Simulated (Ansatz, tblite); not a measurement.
Cost and result up the ladder for Ga8P7H24⁻, a nanocrystal cut from zinc blende GaP (hydrogen-capped) (39 atoms). The state is a singlet with charge -1. Geometry: r2SCAN-D4/def2-SVP.

```xyz
39

P    -0.023   -1.166    1.253
P    -0.908    1.898    2.966
P    -1.417   -2.852   -3.726
P    -2.296   -0.037   -1.593
P     2.651    1.062    2.250
P     0.491    2.379   -0.334
P     1.296   -0.882   -2.314
Ga    2.321   -1.270    1.859
Ga    0.914   -3.111   -3.107
Ga    1.278    2.046    3.967
Ga   -1.780   -0.305    2.683
Ga   -0.095    0.157   -0.653
Ga   -1.259    3.301    1.071
Ga   -3.228   -2.137   -2.281
Ga    2.847    2.336    0.246
H    -0.426   -2.429    0.729
H    -1.771    2.468    3.946
H    -1.821   -4.093   -4.290
H    -1.475   -2.087   -4.923
H    -3.154    0.563   -0.638
H    -2.451    0.897   -2.653
H     3.968    1.119    2.792
H     0.347    2.895   -1.656
H     2.612   -0.789   -1.796
H     1.433   -0.018   -3.434
H     2.463   -2.121    3.172
H     3.086   -1.725    0.550
H     0.928   -4.088   -1.889
H     1.724   -3.358   -4.428
H     1.313    1.112    5.237
H     1.664    3.567    4.111
H    -1.780   -1.123    4.025
H    -3.087   -0.273    1.791
H    -2.622    2.952    0.342
H    -0.920    4.809    1.365
H    -3.218   -3.115   -1.064
H    -4.484   -1.895   -3.190
H     3.556    1.501   -0.899
H     3.321    3.812    0.513
```

Ansatz on 2 threads of AMD EPYC 7R13 on a shared host and a share (18 GiB) of an NVIDIA H100 80GB HBM3; xTB runs through tblite on one thread. Times are rough, summed over both states, and most runs start from the orbitals of an earlier one. PBE0-D4/def2-SVP serves as the yardstick here, not as an exact answer. The other state is a doublet.

The xTB rows come from tblite. Correlated methods freeze 107 core orbitals; core or outer-core shells of Ga are correlated, in sets that lack core-valence functions. Single mean-field runs in def2-SVP are fitted with def2-universal-jkfit. HOMO above LUMO, or a gap near zero within one spin, warns that the state may not be the lowest or that an electron is smeared out.

Correlated methods converge slowly with the basis, most of all in double-zeta sets.

Raw xTB energies of ions are shifted by several eV.

| level | functions | wall time | vertical IE (eV) | difference from PBE0-D4/def2-SVP (eV) | remarks |
| --- | --- | --- | --- | --- | --- |
| GFN2-xTB | 159 | 0.38 s | 9.91 | 4.59 | – |
| GFN1-xTB | 183 | 0.55 s | 9.39 | 4.08 | – |
| PBE-D4/def2-SVP | 502 | 26 s | 4.78 | -0.54 | gap within one spin near zero (doublet) |
| PBE0-D4/def2-SVP | 502 | 28 s | 5.31 | 0.00 | – |
| B2PLYP/def2-SVP (with forces) | 502 | 60 s | 5.45 | 0.14 | – |
